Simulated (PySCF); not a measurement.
A structure optimised at r2SCAN-D4/def2-SVP, used in a PySCF frequency run:

```xyz
7

In    -0.2120     0.1180    -0.1425
F     -1.9995    -0.6207    -0.4580
F     -0.1672     1.8620    -1.0358
Si     1.6948    -0.9628     1.1599
H      2.1938     0.0213     2.1613
H      2.7750    -1.3031     0.1908
H      1.1926    -2.1915     1.8348
```
Charge 0, spin multiplicity 1.

Task: Write its SMILES and formula.

Result: [F][In]([F])[SiH3], F₂H₃InSi

Task: What are its rotational constants (standard atomic weights)?

Result: 5.0713, 1.9559, 1.4356 GHz
